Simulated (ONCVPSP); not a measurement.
## Co: one change to an ONCV potential, before and after

| Item | Value |
| --- | --- |
| Element | cobalt (Co) |
| Generator | ONCVPSP 4.0.1 |
| Type | optimised norm-conserving Vanderbilt (ONCV) |
| Functional | PBEsol |
| Relativity | scalar-relativistic |
| Frozen core | [Ne] |
| Valence charge | 17 |
| Reference configuration | 3s2 3p6 3d7 4s1 (charge +1) |
| Partial waves | 3s+4s: rc 1.45 bohr, ncon 4, nbas 7, qcut 10.6 1/bohr, 2 projectors; 3p: rc 0.90 bohr, ncon 4, nbas 9, qcut 9.1 1/bohr, 3 projectors, debl 1.3 Ha; 3d: rc 0.90 bohr, ncon 3, nbas 7, qcut 16.6 1/bohr, 1 projector; f scattering state at 0.05 Ha: rc 1.20 bohr, ncon 4, nbas 9, qcut 9.6 1/bohr, 2 projectors, debl 2.6 Ha |
| Local potential | polynomial inside 0.60 bohr (lpopt 5, dvloc0 2 Ha) |
| Core correction | none |

In the p channel the program set the typed energies aside and used -2.732, 0.250, 1.550 Ha.

Change: all radii scaled by about 1.33 (s 1.92, p 1.20, d 1.20, f 1.60 bohr); local potential polynomial inside 0.80 bohr (lpopt 5, dvloc0 2 Ha).

Cutoffs: the cutoffs (Ha) at which the residual kinetic energy of the hardest occupied pseudo-wave falls to 1 and 0.1 mHa per electron; they do not see the model core or the augmentation charge, which bear on the density cutoff. Errors are all-electron minus pseudo energies relative to the spin-unpolarised reference configuration.

Problem. How do hardness, ghosts and transferability respond?

Solution. The potential gets softer (104 Ha and 118 Ha → 83 Ha and 96 Ha); of the 4 tests that both files solve, the error grows in 2 and shrinks in 0 by more than 15 % and 0.3 meV (median size 3.3 → 4.1 meV); neither file shows a bound ghost. A larger radius leaves more room for a smooth pseudo-wave, so fewer plane waves are needed.

| quantity | base | changed |
| --- | --- | --- |
| cutoff, loose | 104 Ha | 83 Ha |
| cutoff, tight | 118 Ha | 96 Ha |
| loose cutoff by channel | s 30 Ha, p 35 Ha, d 104 Ha | s 16 Ha, p 34 Ha, d 83 Ha |
| bound ghosts | none | none |
| GHOST(+) flags under 300 eV | s at 265.8 eV | none |
| error for 3s2 3p6 3d7 4s2, meV [ΔE -9.05 eV] | +1.3 | +1.5 |
| error for 3s2 3p6 3d7 4s0, meV [ΔE 16.70 eV] | -0.3 | -0.5 |
| error for 3s2 3p6 3d6 4s0, meV [ΔE 52.53 eV] | -5.4 | -6.8 |
| error for 3s2 3p6 3d6 4s2 4p1, meV [ΔE 0.65 eV] | +10 | +13 |
